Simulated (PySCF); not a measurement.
## How the method changes the constants of VF

State: quintet, unpaired electrons σ ↑, π ↑, δ ↑↑. Set-up: basis V def2-TZVPP, F def2-TZVPP; no relativity; PySCF 2.14. De refers to V (3d3 4s2) + F in their high-spin ground configurations, without counterpoise correction. The functionals are run spin-unrestricted. A positive dipole means V(−)F(+).

| Level | Re (Å) | ωe (cm⁻¹) | De (eV) | μ (D) | CPU s a point (SCF and correlation, without the integrals) |
| --- | --- | --- | --- | --- | --- |
| UHF-MP2 | 1.781 | 658 | n/a | n/a | 18 |
| UHF-SCS-MP2 | 1.805 | 638 | n/a | n/a | n/a |
| PBE | 1.775 | 672 | n/a | -3.00 | 1.8 |
| PW91 | 1.773 | 675 | n/a | -3.03 | 1.2 |
| BLYP | 1.790 | 658 | n/a | -3.08 | 2 |
| PBE0 | 1.776 | 680 | n/a | -3.35 | 4.6 |
| M06-2X | 1.791 | 686 | n/a | -3.12 | 11 |
| ωB97X | 1.792 | 661 | n/a | -3.62 | 6.8 |

Question: What does a quarter of exact exchange do here, going from PBE to PBE0?

Answer: PBE0 less PBE: +0.1 pm in Re, +1.2 % in ωe. Exact exchange removes part of the self-interaction that spreads semilocal densities, and in most molecules shortens and stiffens the bond and lowers De; so it does here.

Correlated steps freeze 6 core orbitals. De is left out where the level can put another filling of the metal’s s and d shells below the measured ground configuration, by anything from nothing to about 1 eV. The state is the lowest single determinant that the PBE0 search found; with open d or f shells the true ground state can be another one.

The whole job (state search and all levels along the bond) took about 19 min on 1 thread of Arm Neoverse V1 (shared host), peak memory 2.4 GiB.
